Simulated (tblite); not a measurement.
Start geometry of `[SiH3]/C=C(/[SiH3])C1CCCC1` from a force field or distance geometry (Å):
```
atom  x, y, z in Å
Si1    3.0537   -1.1602    1.0477
C2     2.3602    0.2112    0.0122
C3     1.0954    0.5175   -0.2931
Si4    0.7848    2.0474   -1.4152
C5    -0.1473   -0.2538    0.1756
C6    -1.1488    0.5282    1.0389
C7    -2.4305   -0.2663    0.8968
C8    -2.4484   -0.6203   -0.5731
C9    -0.9927   -0.9118   -0.9403
H10    4.5205   -1.0557    1.0888
H11    2.6584   -2.4702    0.4669
H12    2.5127   -1.0661    2.4338
H13    3.1783    0.8167   -0.3456
H14    1.6880    1.9613   -2.5890
H15    1.0877    3.2763   -0.6289
H16   -0.6328    2.0691   -1.8396
H17    0.1873   -1.0847    0.8011
H18   -1.3087    1.5456    0.6855
H19   -0.8152    0.5913    2.0901
H20   -2.3797   -1.1776    1.5167
H21   -3.3150    0.3103    1.2086
H22   -3.1086   -1.4741   -0.7881
H23   -2.8130    0.2378   -1.1467
H24   -0.8245   -1.9981   -0.9451
H25   -0.7727   -0.5498   -1.9488
```

**Question.** What comes out of this run: GFN2-xTB geometry optimisation, gas phase in tblite 0.8.0?

**Answer.** 
```
atom  x, y, z in Å
Si1    2.9477   -1.1899    1.0677
C2     2.3224    0.2258   -0.0044
C3     1.0562    0.5238   -0.3101
Si4    0.6968    2.0321   -1.4003
C5    -0.0851   -0.2983    0.2050
C6    -1.0766    0.5129    1.0514
C7    -2.3888   -0.2472    0.8998
C8    -2.4035   -0.6069   -0.5842
C9    -0.9395   -0.9207   -0.9231
H10    4.4096   -1.1092    1.1208
H11    2.5619   -2.4865    0.4994
H12    2.4180   -1.0910    2.4326
H13    3.0947    0.8678   -0.4169
H14    1.5730    1.9822   -2.5737
H15    0.9759    3.2506   -0.6334
H16   -0.6945    2.0747   -1.8562
H17    0.3165   -1.1047    0.8276
H18   -1.1822    1.5189    0.6410
H19   -0.7498    0.6000    2.0871
H20   -2.3634   -1.1545    1.5058
H21   -3.2548    0.3431    1.1967
H22   -3.0640   -1.4456   -0.8007
H23   -2.7476    0.2515   -1.1629
H24   -0.7704   -1.9967   -0.9659
H25   -0.6635   -0.5081   -1.8940
```

The energy falls by 4.7 kcal/mol over 44 L-BFGS steps, the largest force on an atom goes from 1.15 to 0.009 eV/Å, and the atoms move by 0.090 Å rms after alignment. The bond that changes most is C3–C5 (fully substituted alkene carbon to allylic carbon), which shortens by 0.038 Å. Bonds longer at the end by more than 0.005 Å: 5 of 25; shorter: 13. Among the angles that change most is Si1–C2–H13, from 108.5° to 115.1°. Rotational constants go from 1375, 752.0, 564.1 to 1381, 790.7, 586.1 MHz. The orientation of the end geometry is arbitrary; only internal coordinates are fixed.

Hardware: one thread, Arm Neoverse V2 (aarch64), shared host with 32 logical CPUs at a one-minute load of 29. Cost: 0.4 s wall.

GFN2-xTB frequencies show an imaginary mode (22i cm⁻¹), so the point is no minimum at that level. 3 starts were optimised and ended at 0.00, 0.30 and 2.54 kcal/mol (GFN2-xTB); the lowest of these is shown.

These are computed values.
